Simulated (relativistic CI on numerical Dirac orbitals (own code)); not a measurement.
d5 in a ligand field

Computed with a parametric ligand-field model of a d^n configuration (Racah B and C, spin-orbit zeta, crystal field), exact diagonalisation.

Field parameters in Wybourne normalisation: Oh B⁴₀ = 21Dq, B⁴₄ = √(5/14) B⁴₀. The field is a parameter set, without covalency.

B = 790 cm⁻¹, C = 3480 cm⁻¹ (C/B = 4.41), Oh, no spin-orbit coupling. Tanabe-Sugano data, E/B above the lowest term (Δ = |10Dq|; b, c mark the second and third term of a kind):

```
 Δ/B    6A1    4T1    4T2  4T1(b)    2T2    2A2
 1.0   0.00  31.88  32.00   37.97  46.07  46.14
 3.0   0.00  30.90  31.84   38.87  44.69  45.40
 5.0   0.00  29.43  31.47   40.18  42.16  44.16
 7.0   0.00  27.75  30.89   41.59  39.01  42.64
 9.0   0.00  25.96  30.06   42.98  35.59  40.97
11.0   0.00  24.12  28.97   44.26  32.02  39.20
13.0   0.00  22.25  27.68   45.39  28.37  37.38
15.0   0.00  20.35  26.21   46.32  24.66  35.52
17.0   0.00  18.43  24.63   47.06  20.92  33.63
19.0   0.00  16.50  22.95   47.63  17.14  31.72
21.0   0.00  14.56  21.21   48.06  13.33  29.79
23.0   0.00  12.61  19.42   48.38   9.51  27.86
25.0   0.00  10.66  17.60   48.63   5.67  25.91
27.0   0.00   8.70  15.75   48.82   1.82  23.96
29.0   2.05   8.79  15.92   51.02   0.00  24.05
31.0   5.93  10.70  17.91   55.01   0.00  25.97
33.0   9.81  12.62  19.89   59.00   0.00  27.89
35.0  13.71  14.54  21.87   62.97   0.00  29.81
37.0  17.61  16.47  23.84   66.94   0.00  31.74
39.0  21.52  18.40  25.82   70.90   0.00  33.68
41.0  25.44  20.34  27.79   74.86   0.00  35.61
43.0  29.36  22.28  29.77   78.82   0.00  37.55
45.0  33.28  24.22  31.74   82.78   0.00  39.50
47.0  37.21  26.17  33.71   86.74   0.00  41.44
```

The ground term changes from 6A1 to 2T2 between Δ/B = 27.0 and 29.0.
